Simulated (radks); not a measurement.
Values are calculated unless marked as measured or tabulated.
The mean radii <r> (bohr) of the occupied orbitals of an atom or ion are listed with their occupations. Code: a radial shooting solver on a logarithmic mesh with Libxc functionals. Model: Dirac Kohn-Sham, BLYP, spin-unpolarised, spherical densities, point nucleus.

| orbital | occ. | <r> |
|---|---|---|
| 1s1/2 | 2 | 0.07304 |
| 2s1/2 | 2 | 0.3432 |
| 2p1/2 | 2 | 0.3056 |
| 2p3/2 | 4 | 0.3082 |
| 3s1/2 | 2 | 1.035 |
| 3p1/2 | 1.66667 | 1.091 |
| 3p3/2 | 3.33333 | 1.098 |
| 4d3/2 | 0.4 | 3.618 |
| 4d5/2 | 0.6 | 3.620 |

Name the element and its charge. Open shells, if any, are shared by 2j + 1.

Answer. Z = 21, scandium, charge +3: Sc3+ in [Ne] 3s2 3p5 4d1. The 1s radius gives Z: for a bare nucleus <r> = (2 gamma + 1)/(2Z) with gamma = sqrt(1 - (Z/c)^2), 0.07087 bohr for Z = 21, and screening makes it slightly larger (0.07304 here). The occupations add up to 18, and the charge is Z minus that.
